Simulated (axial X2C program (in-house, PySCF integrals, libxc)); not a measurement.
Which molecule has these constants?

All values come from calculations with an in-house relativistic program for diatomic molecules, spin-free (one-electron X2C) or two-component (2c: spin–orbit coupling with atomic mean-field Coulomb and Gaunt terms, which also bring small scalar terms), in Dyall basis sets with cores contracted in-house; open shells are unrestricted.

A two-component PBE0 calculation in a Dyall 3-zeta basis gave Re = 2.432 Å, ωe = 286.3 cm⁻¹, De = 0.77 eV, Ω = 0.

Task: Which molecule is it?
A. LiPd⁺
B. LiPt⁺
C. LiNi⁺

Result: A. The others have LiPt⁺ 2.531 Å and 321.0 cm⁻¹ (Ω = 3); LiNi⁺ 2.598 Å and 279.7 cm⁻¹ (Ω = 3).

Each entry is the lowest single determinant of a limited PBE0 search at one distance. De goes to single-determinant-based atoms at the same level (for ions the charge split of lowest energy) and is withheld (n/a) where an atom does not fit its ground term or J level. Main or longest-lived isotopes. One determinant is a doubtful description, or other states lie close, for LiPt⁺, LiNi⁺; these need not be ground states, and all values refer to the states named. With several unpaired electrons the Ω given is that of one determinant, not necessarily of the lowest component. The functionals have no current term, which raises determinants with orbital currents. Where the atoms have a lower orbital projection than the molecule, De at mean-field level may be about a tenth of an eV too small.
